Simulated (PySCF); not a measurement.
Compound: C₄H₆NSi (doublet state).
Cartesian coordinates in Å at the GFN2-xTB level; atoms count from 1:
```xyz
12
C4H6NSi angstrom
N      3.5308    0.5789   -1.0807
C      2.3937    0.4234   -0.9759
Si     0.5649    0.2136   -1.1402
C     -0.2801   -1.2285   -0.2014
C     -0.9372   -0.2127    0.7548
C     -0.5808    1.1329    0.0915
H      0.3780   -1.9409    0.2919
H     -1.0092   -1.7971   -0.7743
H     -2.0127   -0.3604    0.8474
H     -0.4973   -0.2804    1.7492
H     -1.4449    1.6250   -0.3495
H     -0.1040    1.8455    0.7611
```

The species is `N#C[Si]1CCC1` [radical].

Method: UKS B3LYP, pcH-1 on C H N Si, non-relativistic, mean-field spin-orbit, GIAO in PySCF 2.14.0. One conformer (not necessarily the lowest) at the GFN2-xTB geometry, without solvent, vibrations or thermal averaging. The geometry wasn't refined by DFT: couplings that depend on bond lengths, twists or pyramidal angles can differ widely from those at the functional's own minimum, by a factor of two or more for some ions and for spin on atoms past the first row. The SCF solution wasn't tested for stability.

Principal values of hyperfine tensors in MHz (contact, dipolar and spin–orbit terms together), for some of the nuclei:

```csv
atom,isotope,A1,A2,A3,alike by the symmetry of this geometry
Si3,29Si,-658.60,-416.81,-416.77,none
H9,1H,18.96,20.17,23.59,none
C5,13C,13.78,14.81,21.20,none
H12,1H,10.14,14.55,20.21,H7
C6,13C,3.78,4.55,27.00,C4
H8,1H,5.34,7.28,18.15,H11
H10,1H,7.19,8.16,12.00,none
N1,14N,-2.92,-2.31,13.85,none
```

(1) Split each tensor into its isotropic and traceless parts, and turn a_iso into mT with g = 2.0028.

(2) What spin density at the nucleus of C5 lies behind its contact coupling (g_N = 1.40482)?

(3) C2 (13C, g_N = 1.40482) isn't in the table. Its spin density at the nucleus is 0.02924 bohr⁻³. What is its contact coupling?

(4) Name the largest traceless tensor T of the table and describe it.

(5) In a single crystal, with the field along each principal axis of the tensor of H9 in turn, what first-order splitting does this nucleus give (isotropic g, quadrupole terms neglected)?

Results:

(1) a_iso is a third of the trace, T = A − a_iso, and a(mT) = a(MHz)/(g × 13.996). The tensors hold a spin–orbit part: the run splits a_iso into a_FC + a_SO, and T includes its anisotropic share.

```csv
atom,a_iso (MHz),a_FC,a_SO,a_iso (mT),T1,T2,T3
Si3,-497.39,-498.43,1.04,-17.744,-161.21,80.59,80.62
H9,20.91,20.91,0.00,0.746,-1.95,-0.73,2.68
C5,16.60,16.60,-0.01,0.592,-2.82,-1.79,4.60
H12,14.97,14.96,0.01,0.534,-4.83,-0.41,5.24
C6,11.77,11.72,0.05,0.420,-8.00,-7.22,15.22
H8,10.25,10.25,0.00,0.366,-4.91,-2.98,7.89
H10,9.12,9.12,0.00,0.325,-1.93,-0.96,2.88
N1,2.88,2.91,-0.04,0.103,-5.79,-5.18,10.97
```

(2) a_FC = (2μ0/3) gₑ μB g_N μN ρ(0)/(2S·h) = 800.24 MHz × g_N × ρ(0)/(2S), with ρ in bohr⁻³. With a_FC = 16.60 MHz and 2S = 1, ρ(0) = 0.01477 bohr⁻³.

(3) By the same relation, a_FC = 32.9 MHz. Its full tensor has the principal values 24.24, 31.36, 43.01 MHz.

(4) Si3: -161.2, 80.6, 80.6 MHz (the dipolar term alone has -160.2, 80.0, 80.3), axial, in the ratio +1:+1:−2, the form that spin in one p orbital centred on that nucleus gives (the nuclear moment is negative).

(5) 2 lines (I = 1/2), spaced by |A_i|/(g × 13.996): 0.68, 0.72, 0.84 mT along the axes of A1, A2 and A3.

On an Arm Neoverse V2 with one thread, on a shared host, this took 39 s (grids of density and orbitals included) and 0.77 GiB of memory at its peak.
